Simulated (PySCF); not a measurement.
**Adding and removing an electron: NaPb**

UHF-CCSD(T); Na cc-pVDZ, Pb cc-pVDZ-PP with ECP60; scalar-relativistic core potentials (PySCF 2.14). Neutral (UHF): quartet (σ ↑, π ↑↑), Re = 3.008 Å, ωe = 172 cm⁻¹, De = 1.05 eV.

NaPb⁺ (UHF): triplet (σ ↑, π ↑), Re = 3.471 Å, ωe = 108 cm⁻¹. The energies at the minima are -353.79591 hartree for NaPb and -353.59676 for NaPb⁺.

Question: Work out the adiabatic ionisation energy, without and with harmonic zero-point energies (1 hartree = 27.2114 eV, 1 eV = 8065.5 cm⁻¹), and the change of the bond length.

Answer: At UHF-CCSD(T): 0.19915 hartree = 5.419 eV between the minima; the zero-point term (108.0 − 172.0)/2 cm⁻¹ = -0.004 eV makes it 5.415 eV. Re changes by +46.3 pm against the neutral. The electron leaves a π orbital, and the longer bond of the ion fits a bonding orbital, or a change in how ionic the bond is.

Correlated steps freeze 5 core orbitals. Correlated levels converge slowly with the basis: in double zeta they bind strong bonds too weakly, by up to about 1 eV, and carry superposition errors of some tenths. Spin–orbit coupling is left out, which matters for elements this heavy, above all for dissociation energies. States were picked by a PBE0 search and need not be the measured ground states.
